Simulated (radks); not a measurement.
Q: All-electron atom: the titanium ion Ti+ in [Ar] 4s1 4p2 (not the ground configuration). Method: scalar-relativistic Kohn-Sham, BLYP, spin-unpolarised, spherical densities, point nucleus; computed with a radial shooting solver on a logarithmic mesh with Libxc functionals. Some entries of the table are withheld. Estimate them.

| orbital | occ. | eigenvalue (hartree) | <1/r> (bohr^-1) | r(max) (bohr) |
|---|---|---|---|---|
| 1s | 2 | -179.8370 | 21.80 | 0.04555 |
| 2s | 2 | -20.64364 | 4.544 | 0.2690 |
| 2p | 6 | -17.23854 | 4.448 | (1) |
| 3s | 2 | -3.09005 | 1.435 | 0.8588 |
| 3p | 6 | -2.19760 | 1.317 | 0.8838 |
| 3d | 0 | -0.85629 | 1.047 | (2) |
| 4s | 1 | -0.53374 | 0.4793 | 2.445 |
| 4p | 2 | -0.35363 | 0.4022 | 2.836 |
| 5s | 0 | -0.14688 | 0.1998 | 6.070 |

A: 
(1) 2p r(max) (bohr): 0.2196
(2) 3d r(max) (bohr): 0.8927
